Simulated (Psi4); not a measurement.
CH$_{7}$BO$_{4}$Si (SMILES C[Si](O)(O)B(O)O), singlet, at a GFN2-xTB geometry, atoms displaced at random by about 0.03 Å a coordinate; B3LYP/STO-3G, gradient in Psi4 1.11.

Psi4 was given this input:
```
memory 2 GB

molecule mol {
0 1
Si   -0.597006   -0.107854    0.028121
C    -1.884164    1.250152   -0.091279
O    -1.136698   -1.401668   -0.908899
O    -0.669096   -0.819772    1.529790
B     1.334957    0.273306   -0.181601
O     1.764006    0.773031   -1.295528
O     2.192755    0.131461    0.823842
H    -2.852888    0.934599   -0.016409
H    -1.761952    1.901290    0.665460
H    -1.671727    1.851436   -1.070613
H    -1.128937   -1.225451   -1.857198
H    -1.463655   -1.254197    1.813627
H     2.682408    0.990324   -1.320072
H     1.912189   -0.214812    1.671011
symmetry c1
no_reorient
no_com
}

set {
  basis sto-3g
  reference rks
}

gradient('b3lyp')
print_variables()
```

Question: Predict the main parts of the log of this Psi4 run.

Answer: 
```
gradient() will perform analytic gradient computation.

   => Loading Basis Set <=

    Name: STO-3G
    Role: ORBITAL
    Keyword: BASIS

         ---------------------------------------------------------
                                   SCF
               by Justin Turney, Rob Parrish, Andy Simmonett
                          and Daniel G. A. Smith
                              RKS Reference
         ---------------------------------------------------------

  ==> Geometry <==

    Molecular point group: c1
    Full point group: C1

    Geometry (in Angstrom), charge = 0, multiplicity = 1:

       Center              X                  Y                   Z               Mass
    ------------   -----------------  -----------------  -----------------  -----------------
         SI          -0.597006000000    -0.107854000000     0.028121000000    27.976926534650
         C           -1.884164000000     1.250152000000    -0.091279000000    12.000000000000
         O           -1.136698000000    -1.401668000000    -0.908899000000    15.994914619570
         O           -0.669096000000    -0.819772000000     1.529790000000    15.994914619570
         B            1.334957000000     0.273306000000    -0.181601000000    11.009305360000
         O            1.764006000000     0.773031000000    -1.295528000000    15.994914619570
         O            2.192755000000     0.131461000000     0.823842000000    15.994914619570
         H           -2.852888000000     0.934599000000    -0.016409000000     1.007825032230
         H           -1.761952000000     1.901290000000     0.665460000000     1.007825032230
         H           -1.671727000000     1.851436000000    -1.070613000000     1.007825032230
         H           -1.128937000000    -1.225451000000    -1.857198000000     1.007825032230
         H           -1.463655000000    -1.254197000000     1.813627000000     1.007825032230
         H            2.682408000000     0.990324000000    -1.320072000000     1.007825032230
         H            1.912189000000    -0.214812000000     1.671011000000     1.007825032230

  Running in c1 symmetry.

  Rotational constants: A =      0.09461  B =      0.05080  C =      0.04531 [cm^-1]
  Rotational constants: A =   2836.35244  B =   1523.03248  C =   1358.23557 [MHz]
  Nuclear repulsion =  388.464593756233626

  Charge       = 0
  Multiplicity = 1
  Electrons    = 64
  Nalpha       = 32
  Nbeta        = 32

  ==> Algorithm <==

  SCF Algorithm Type is DF.
  DIIS enabled.
  MOM disabled.
  Fractional occupation disabled.
  Guess Type is SAD.
  Energy threshold   = 1.00e-08
  Density threshold  = 1.00e-08
  Integral threshold = 1.00e-12

  ==> Primary Basis <==

  Basis Set: STO-3G
    Blend: STO-3G
    Number of shells: 30
    Number of basis functions: 46
    Number of Cartesian functions: 46
    Spherical Harmonics?: true
    Max angular momentum: 1

  ==> DFT Potential <==

   => LibXC <=

    Version 7.1.2
    S. Lehtola, C. Steigemann, M. J. T. Oliveira, and M. A. L. Marques,  SoftwareX 7, 1–5 (2018) (10.1016/j.softx.2017.11.002)

   => Composite Functional: B3LYP <=

    B3LYP Hyb-GGA Exchange-Correlation Functional

    P. J. Stephens, F. J. Devlin, C. F. Chabalowski, and M. J. Frisch,  J. Phys. Chem. 98, 11623 (1994) (10.1021/j100096a001)

    Deriv               =              1
    GGA                 =           TRUE
    Meta                =          FALSE

    Exchange Hybrid     =           TRUE
    MP2 Hybrid          =          FALSE

   => Exchange Functionals <=

    0.0800   Slater exchange
    0.7200         Becke 88

   => Exact (HF) Exchange <=

    0.2000               HF

   => Correlation Functionals <=

    0.1900   Vosko, Wilk & Nusair (VWN5_RPA)
    0.8100   Lee, Yang & Parr

   => LibXC Density Thresholds  <==

    XC_HYB_GGA_XC_B3LYP:  1.00E-15

   => Molecular Quadrature <=

    Radial Scheme          =       TREUTLER
    Pruning Scheme         =           NONE
    Nuclear Scheme         =       TREUTLER

    Blocking Scheme        =         OCTREE
    BS radius alpha        =              1
    Pruning alpha          =              1
    Radial Points          =             75
    Spherical Points       =            302
    Total Points           =         295690
    Total Blocks           =           2235
    Max Points             =            256
    Max Functions          =             42
    Weights Tolerance      =       1.00E-15

   => Loading Basis Set <=

    Name: (STO-3G AUX)
    Role: JKFIT
    Keyword: DF_BASIS_SCF

  ==> Integral Setup <==

  SCF_SUBTYPE=INCORE selected. In-core MEM_DF algorithm will be used.
  Using in-core AOs.

  ==> MemDFJK: Density-Fitted J/K Matrices <==

    J tasked:                   Yes
    K tasked:                   Yes
    wK tasked:                   No
    Algorithm:                 Core
    Schwarz Cutoff:           1E-12
    Mask sparsity (%):       2.5520
    Fitting Condition:        1E-10

   => Auxiliary Basis Set <=

  Basis Set: (STO-3G AUX)
    Blend: DEF2-UNIVERSAL-JKFIT
    Number of shells: 230
    Number of basis functions: 712
    Number of Cartesian functions: 845
    Spherical Harmonics?: true
    Max angular momentum: 4

  Minimum eigenvalue in the overlap matrix is 2.0667800527E-01.
  Reciprocal condition number of the overlap matrix is 8.8042839484E-02.
    Using symmetric orthogonalization.

  ==> Pre-Iterations <==

  SCF Guess: Superposition of Atomic Densities via on-the-fly atomic UHF (no occupation information).

   -------------------------
    Irrep   Nso     Nmo
   -------------------------
     A         46      46
   -------------------------
    Total      46      46
   -------------------------

  ==> Iterations <==

                           Total Energy        Delta E     RMS |[F,P]|

   @DF-RKS iter SAD:  -646.53135165476669   -6.46531e+02   0.00000e+00
   @DF-RKS iter   1:  -649.16934441644719   -2.63799e+00   9.17652e-03 DIIS/ADIIS
[...]
  @DF-RKS Final Energy:  -649.29579405721972
    Total Energy =                       -649.2957940572197231
[...]
 Dipole Y            :          0.7504794           -0.3683246            0.3821548
 Dipole Z            :         -0.0607853            0.0329965           -0.0277888
 Magnitude           :                                                    0.6039987

 ------------------------------------------------------------------------------------

         ------------------------------------------------------------
                                   SCF GRAD
                          Rob Parrish, Justin Turney,
                       Andy Simmonett, and Alex Sokolov
         ------------------------------------------------------------

  ==> Geometry <==

    Molecular point group: c1
    Full point group: C1

    Geometry (in Angstrom), charge = 0, multiplicity = 1:

       Center              X                  Y                   Z               Mass
    ------------   -----------------  -----------------  -----------------  -----------------
         SI          -0.597006000000    -0.107854000000     0.028121000000    27.976926534650
         C           -1.884164000000     1.250152000000    -0.091279000000    12.000000000000
         O           -1.136698000000    -1.401668000000    -0.908899000000    15.994914619570
         O           -0.669096000000    -0.819772000000     1.529790000000    15.994914619570
         B            1.334957000000     0.273306000000    -0.181601000000    11.009305360000
         O            1.764006000000     0.773031000000    -1.295528000000    15.994914619570
         O            2.192755000000     0.131461000000     0.823842000000    15.994914619570
         H           -2.852888000000     0.934599000000    -0.016409000000     1.007825032230
         H           -1.761952000000     1.901290000000     0.665460000000     1.007825032230
         H           -1.671727000000     1.851436000000    -1.070613000000     1.007825032230
         H           -1.128937000000    -1.225451000000    -1.857198000000     1.007825032230
         H           -1.463655000000    -1.254197000000     1.813627000000     1.007825032230
         H            2.682408000000     0.990324000000    -1.320072000000     1.007825032230
         H            1.912189000000    -0.214812000000     1.671011000000     1.007825032230

  Nuclear repulsion =  388.464593756233626

  ==> Basis Set <==

  Basis Set: STO-3G
    Blend: STO-3G
    Number of shells: 30
    Number of basis functions: 46
    Number of Cartesian functions: 46
    Spherical Harmonics?: true
    Max angular momentum: 1

  ==> DFJKGrad: Density-Fitted SCF Gradients <==

    Gradient:                    1
    J tasked:                  Yes
    K tasked:                  Yes
    wK tasked:                  No
    Integrals threads:           1
    Schwarz Cutoff:          1E-12
    Fitting Condition:       1E-10

   => Auxiliary Basis Set <=

  Basis Set: (STO-3G AUX)
    Blend: DEF2-UNIVERSAL-JKFIT
    Number of shells: 230
    Number of basis functions: 712
    Number of Cartesian functions: 845
    Spherical Harmonics?: true
    Max angular momentum: 4

  ==> DFT Potential <==

   => LibXC <=

    Version 7.1.2
    S. Lehtola, C. Steigemann, M. J. T. Oliveira, and M. A. L. Marques,  SoftwareX 7, 1–5 (2018) (10.1016/j.softx.2017.11.002)

   => Composite Functional: B3LYP <=

    B3LYP Hyb-GGA Exchange-Correlation Functional

    P. J. Stephens, F. J. Devlin, C. F. Chabalowski, and M. J. Frisch,  J. Phys. Chem. 98, 11623 (1994) (10.1021/j100096a001)

    Deriv               =              1
    GGA                 =           TRUE
    Meta                =          FALSE

    Exchange Hybrid     =           TRUE
    MP2 Hybrid          =          FALSE

   => Exchange Functionals <=

    0.0800   Slater exchange
    0.7200         Becke 88

   => Exact (HF) Exchange <=

    0.2000               HF

   => Correlation Functionals <=

    0.1900   Vosko, Wilk & Nusair (VWN5_RPA)
    0.8100   Lee, Yang & Parr

   => LibXC Density Thresholds  <==

    XC_HYB_GGA_XC_B3LYP:  1.00E-15

   => Molecular Quadrature <=

    Radial Scheme          =       TREUTLER
    Pruning Scheme         =           NONE
    Nuclear Scheme         =       TREUTLER

    Blocking Scheme        =         OCTREE
    BS radius alpha        =              1
    Pruning alpha          =              1
    Radial Points          =             75
    Spherical Points       =            302
    Total Points           =         295690
    Total Blocks           =           2235
    Max Points             =            256
    Max Functions          =             42
    Weights Tolerance      =       1.00E-15

  -Total Gradient:
     Atom            X                  Y                   Z
    ------   -----------------  -----------------  -----------------
       1        0.014692516168     0.018079305513     0.006130668677
       2       -0.071679046630    -0.005983671084     0.101094802962
       3        0.009092181525     0.029704493426    -0.046314079456
       4       -0.083788101295    -0.029706506962    -0.011687741416
       5        0.056469668618     0.013450267955    -0.053764702695
       6        0.057167435361    -0.012629375108     0.076581658514
       7       -0.064188759541    -0.018503622047     0.024150859194
       8        0.066895401772     0.026860616631     0.008018779865
       9       -0.015645572653    -0.062009643620    -0.067944623897
      10        0.019454710366     0.024351728427    -0.037572496322
      11       -0.003476843732    -0.018111453584     0.055901400055
      12        0.067684406144     0.027551886736    -0.006012738148
      13       -0.083959325299    -0.016643073346    -0.001359097259
      14        0.031366666181     0.023476780655    -0.047435629744

  Variable Map:
  ----------------------------------------------------------------------------
[...]
  Array Variable Map:
  ----------------------------------------------------------------------------
[...]
[...]
```
